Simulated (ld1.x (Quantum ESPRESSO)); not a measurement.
## Reading a pseudo-wave (Ga (Z = 31))

Columns: radius, all-electron u(r) and pseudo u(r) of the 4s shell (level -10.87 eV) of gallium in the configuration [Ar] 3d10 4s2 4p0.75; LDA (PZ), scalar-relativistic, PAW scheme, ld1.x (Quantum ESPRESSO) 7.5.

```
r (bohr)  all-electron   pseudo
   0.135       -0.1935  -0.0147
   0.270        0.0266  -0.0354
   0.405        0.2823  -0.0673
   0.540        0.3085  -0.1136
   0.675        0.1810  -0.1752
   0.810       -0.0043  -0.2507
   0.945       -0.1914  -0.3361
   1.080       -0.3546  -0.4257
   1.215       -0.4854  -0.5126
   1.350       -0.5832  -0.5900
   1.485       -0.6514  -0.6520
   1.620       -0.6943  -0.6943
   1.755       -0.7163  -0.7163
   1.890       -0.7219  -0.7219
   2.025       -0.7145  -0.7145
   2.160       -0.6974  -0.6974
   2.295       -0.6730  -0.6730
   2.430       -0.6436  -0.6436
   2.565       -0.6108  -0.6108
   2.700       -0.5759  -0.5759
   2.835       -0.5401  -0.5401
   2.970       -0.5041  -0.5041
   3.105       -0.4686  -0.4686
   3.240       -0.4340  -0.4340
   3.375       -0.4007  -0.4007
   3.510       -0.3689  -0.3689
```

Q: How many radial nodes do the two functions have?

A: The all-electron 4s function has n − l − 1 = 3 (the table is too coarse to show those close to the nucleus); the pseudo-wave has 0, since the states of the same l below it are removed with the core.

Q: At about which radius was the pseudo-wave matched?

A: 1.60 bohr, where the columns begin to agree (steps of 0.14 bohr).

Q: Where does each function peak?

A: Outermost all-electron maximum near 1.89 bohr, pseudo maximum near 1.89 bohr (to the table’s step).

Q: Is the pseudo-wave norm-conserving?

A: No, it belongs to a PAW set: the norm inside the radius is not constrained, and the difference is carried by the augmentation charge.
